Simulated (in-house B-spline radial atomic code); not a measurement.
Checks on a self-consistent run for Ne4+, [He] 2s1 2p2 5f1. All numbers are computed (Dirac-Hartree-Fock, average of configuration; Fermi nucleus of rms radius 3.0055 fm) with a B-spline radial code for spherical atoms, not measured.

| orbital | q | ε (Eh) | <1/r> | <r²> | small-component weight |
| --- | --- | --- | --- | --- | --- |
| 1s1/2 | 2 | -38.49315 | 9.66586 | 0.0330545 | 0.0012394 |
| 2s1/2 | 1 | -6.23142 | 1.97388 | 0.637431 | 0.00020488 |
| 2p1/2 | 0.66667 | -5.47144 | 1.9104 | 0.544615 | 0.00019416 |
| 2p3/2 | 1.3333 | -5.46469 | 1.90642 | 0.546046 | 0.00019386 |
| 5f5/2 | 0.42857 | -0.50089 | 0.201024 | 44.7663 | 1.3448e-05 |
| 5f7/2 | 0.57143 | -0.50088 | 0.201015 | 44.7688 | 1.3448e-05 |

Electron-electron repulsion V_ee = 21.2127 hartree.

Q: What total energy follows from the eigenvalues?

A: The eigenvalues count the repulsion twice, so E = Σqε - V_ee = -94.652 - 21.213 = -115.865 hartree; the run printed -115.865.

Q: Does the Dirac virial theorem hold?

A: For a point nucleus E = -2c²Σq·w, with w the small-component weight. Here Σq·w = 0.003085 and c = 137.0360, so the ratio E/(-2c²Σq·w) is 1.000001.

Q: What diamagnetic shielding (Lamb formula) and susceptibility (Langevin formula) do the radii give?

A: σ = (α²/3)Σq<1/r> = 25.3221/(3·137.036²) = 449.48 ppm, and χ = -0.79199×10⁻⁶·Σq<r²> = -36.88×10⁻⁶ cm³/mol with Σq<r²> = 46.562 bohr². Both are non-relativistic formulas without the paramagnetism of open shells.
